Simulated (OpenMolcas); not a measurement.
# Cl⁶⁺: effect of the active space

| Property | Result |
| --- | --- |
| Program | OpenMolcas |
| Method | CASSCF |
| Basis | ANO-RCC-VTZP |
| Scalar Hamiltonian | DKH2, point nucleus |
| Spin-orbit coupling | state interaction with AMFI integrals over the reference wave functions, term energies averaged over their components |

A. 1 electron in 4 orbitals (3s 3p); 2S+1 = 2 even, 1 root; 2S+1 = 2 odd, 3 roots; cost about 5 core-seconds
B. 1 electron in 8 orbitals (3s 3p 4s 4p); 2S+1 = 2 even, 1 root; 2S+1 = 2 odd, 3 roots; cost roughly 12 core-seconds

Energies in cm-1 above 3s 2S 1/2, the measured ground level; measured values from Moore, Atomic Energy Levels, vol. I, NSRDS-NBS 35 (1971 reprint of NBS Circular 467, 1949).

```csv
Level,A,B,Measured
3s 2S 1/2,0.0,0.0,0.0
3p 2P* 1/2,122979,122979,123001
3p 2P* 3/2,124642,124642,124891
```

Deviations, from unrounded energies. A percentage is the sum of absolute deviations over the sum of measured energies, with the sign that they share, or ± where signs differ.

```tsv
Against measurement	Levels	A	B
mean absolute deviation (cm-1)	2	140	140
other configurations (%)	2	-0.1	-0.1
```

A, B lie about equally close to measurement. The largest miss of A in the table is 3p 2P* 3/2, by -250 cm-1. The ranking rests on the paired levels alone, and a cruder setting can come out closer through cancelling errors.

Between A and B no level of the table moves by more than 5 cm-1.

With one active electron the reference holds no correlation, so core polarisation is missing. With one active electron outside closed inactive shells, the extra shells (4p 4s) add no correlation to the reference (holds for B). Computed and measured levels are paired by configuration, term and J; levels that our copy of the source lacks, or whose pairing is in doubt (as where it misses far off the trend of its configuration), stay unpaired and out of the deviations. Only configurations of the active space appear.

* marks odd parity.
